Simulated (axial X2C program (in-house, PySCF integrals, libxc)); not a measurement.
Levels of AsN⁻ by electron attachment to AsN (EOM-EA-CCSD)

Computed with an in-house all-electron X2C program for linear molecules (integrals from PySCF): two-component X2C with atomic mean-field Coulomb and Gaunt terms, Gaussian nuclei, basis As dyall-acv3z, N dyall-av3z with contracted cores.

R = 1.599 Å (near the PBE0 minimum at charge 0 of the determinant lowest at the starting distance; the state shown can have its own minimum elsewhere).

Hartree–Fock spinors of AsN (one of each Kramers pair; a window near the gap, which can cut inner shells):

```tsv
ω	occupied	ε (eV)	character
1/2	yes	-30.07	53% N s, 19% As s, 11% As p
1/2	yes	-18.40	38% As s, 27% N p, 15% N s
1/2	yes	-12.52	50% N p, 28% As p, 11% As s
3/2	yes	-11.41	58% N p, 32% As p, 4% As d
1/2	yes	-11.22	52% N p, 38% As p, 4% N d
3/2	no	0.49	56% As p, 20% As d, 16% N p
1/2	no	0.56	52% As p, 22% As d, 18% N p
1/2	no	1.02	56% As p, 42% As s
1/2	no	1.39	49% As s, 35% As p, 7% As d
1/2	no	1.72	79% As p, 10% N p, 6% As d
3/2	no	1.75	81% As p, 8% N p, 5% As d
```

Levels of AsN⁻ obtained by attaching an electron to AsN:

| Ω | binding energy (eV) | above lowest (cm⁻¹) | attached spinor | one-particle weight |
| --- | --- | --- | --- | --- |
| 1/2 | -0.010 | 0 | 44% As pπ, 25% N pπ, 22% As dπ | 0.95 |
| 3/2 | -0.038 | 225 | 50% As pπ, 21% N pπ, 20% As dπ | 0.95 |
| 1/2 | -0.871 | 6945 | 49% As pσ, 48% As sσ | 0.99 |
| 1/2 | -1.163 | 9306 | 41% As sσ, 40% As pσ, 9% As dσ | 0.99 |
| 1/2 | -1.485 | 11903 | 87% As pπ, 7% N pπ | 0.98 |
| 3/2 | -1.518 | 12164 | 87% As pπ, 7% N pπ | 0.98 |
| 1/2 | -2.774 | 22295 | 76% N pσ, 17% As dσ | 0.99 |

Q: What is the splitting of the first π pair in the table, and is it regular or inverted?

A: E(3/2) − E(1/2) = 225 − 0 = 225 cm⁻¹ at EOM-EA-CCSD: regular, Ω = 1/2 lower. Splittings at this level can be off by ten to twenty per cent.

Negative binding energies belong to unbound states, resonances or levels that the basis set holds; within some tenths of an eV of zero the sign is not settled.

This point took 9.5 s on 1 thread of Arm Neoverse V1, with other jobs on the host.

Reference electrons by ω block (each with its −ω partner): 1/2: 14, 3/2: 5, 5/2: 1. 10 electrons of AsN correlated (inner shells frozen), 92 natural virtual spinors (a truncated set); levels can be off by some tenths of an eV. Roots sought by Ω: (1/2: 5, 3/2: 4, 5/2: 2, 7/2: 1); rows need 60 % one-particle weight and stop where some Ω has no more roots. Missing are any skipped roots, higher Ω and states of a further excitation; these come out far too high here and may in truth be low or lowest. T1 of the reference 0.024 (Lee–Taylor). Number of frozen shells: As 3 s, 2 p, 1 d; N 1 s.
